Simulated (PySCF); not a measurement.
Geometry:
```
atom   x (Å)   y (Å)   z (Å)
  C1  -2.195  -1.926   0.727
  C2  -1.063  -1.972   0.043
 Si3  -0.203  -0.493  -0.744
  N4  -1.084   0.888  -0.198
  C5  -1.681   1.821  -0.766
  C6   1.532  -0.265  -0.041
  C7   2.250   1.046  -0.195
  C8   1.774   0.616   1.152
  H9  -2.653  -2.803   1.159
 H10  -2.713  -0.995   0.889
 H11  -0.580  -2.931  -0.092
 H12  -0.105  -0.694  -2.204
 H13  -1.774   1.940  -1.850
 H14  -2.157   2.593  -0.165
 H15   2.163  -1.144  -0.101
 H16   1.731   1.859  -0.681
 H17   3.312   1.033  -0.397
 H18   0.928   1.132   1.577
 H19   2.508   0.302   1.880
```

- PBE0/pcSseg-1 with gauge-including orbitals
- GFN2-xTB structure
- program: PySCF 2.14.0 with density-fitted response routines
- no relativistic terms, a single conformation, gas phase

Question: Predict the 2D correlation tables (HSQC, COSY, HMBC).

Answer: 

HSQC (one-bond C–H):
```csv
δH,δC
8.84 (H13),175.4 (C5)
8.79 (H14),175.4 (C5)
6.49 (H9),141.7 (C1)
6.46 (H11),141.8 (C2)
5.96 (H10),141.7 (C1)
0.68 (H18),2.5 (C8)
0.56 (H17),1.9 (C7)
0.55 (H19),2.5 (C8)
-0.13 (H16),1.9 (C7)
-0.19 (H15),-2.4 (C6)
```

COSY cross peaks (H two or three bonds apart, from the bond graph; peaks can be absent where the dihedral angle is near 90°):
```csv
δH,δH
8.84 (H13),8.79 (H14)
6.49 (H9),6.46 (H11)
6.49 (H9),5.96 (H10)
6.46 (H11),5.96 (H10)
6.46 (H11),5.24 (H12)
5.24 (H12),-0.19 (H15)
0.68 (H18),0.56 (H17)
0.68 (H18),0.55 (H19)
0.68 (H18),-0.13 (H16)
0.68 (H18),-0.19 (H15)
0.56 (H17),0.55 (H19)
0.56 (H17),-0.13 (H16)
0.56 (H17),-0.19 (H15)
0.55 (H19),-0.13 (H16)
0.55 (H19),-0.19 (H15)
-0.13 (H16),-0.19 (H15)
```

HMBC (two and three bonds, from the bond graph):
```csv
δH,δC
6.49 (H9),141.8 (C2)
6.46 (H11),"141.7 (C1), -2.4 (C6)"
5.96 (H10),141.8 (C2)
5.24 (H12),"175.4 (C5), 141.8 (C2), 141.7 (C1), 2.5 (C8), 1.9 (C7), -2.4 (C6)"
0.68 (H18),"1.9 (C7), -2.4 (C6)"
0.56 (H17),"2.5 (C8), -2.4 (C6)"
0.55 (H19),"1.9 (C7), -2.4 (C6)"
-0.13 (H16),"2.5 (C8), -2.4 (C6)"
-0.19 (H15),"141.8 (C2), 2.5 (C8), 1.9 (C7)"
```

δ = σ(ref) − σ, references computed at the same level: ¹H (31.72 ppm), ¹³C (186.93 ppm) against TMS.

Shifts are as computed. Against solution values, carbons near 30 ppm lie about +3 ppm off and those near 130 ppm about +5 ppm. Of 1211 compounds with measured shifts, 218 miss one by over three times the rms of a fit or turn the order of signals round; such compounds aren't used in these exercises.
